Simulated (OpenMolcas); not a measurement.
Tc4+ among 6 point charges of -1.7 e arranged as a trigonal prism (D3h), with a polar angle of 48.1° against the regular 49.1°.

```json
{
  "Program": "OpenMolcas",
  "Method": "CASSCF",
  "Basis": "ANO-RCC-VDZP [6s5p3d1f]",
  "Scalar Hamiltonian": "DKH2, point nucleus",
  "Active space": "3 electrons in 5 orbitals (4d)",
  "State averaging": "2S+1 = 4 even, 10 roots; 2S+1 = 2 even, 40 roots",
  "Spin-orbit coupling": "state interaction with AMFI integrals over the reference wave functions"
}
```

All point charges move together. At R = 2.1 Å the first state of the same spin is 4030 cm-1, and at R = 2.31 Å it is 2498 cm-1.

**Question.** A third run gives 5839 cm-1. What distance was it run at?

**Answer.** With a power law R^-n the two known points give n = -ln(2498 / 4030) / ln(2.31 / 2.1) = 5.02. Then R = 2.1 × (4030 / 5839)^(1/5.02) = 1.950 Å. The run was at 1.95 Å, so the estimate is off by 0 Å.

Without dynamic correlation the repulsion within the d shell is too large (B by tens of per cent), so at a given field states of lower spin stand too high. Point charges carry no covalency, so the field is a model and not that of real ligands. An unlabelled pair can be two single states that coincide in this model. No measured value stands beside these numbers.
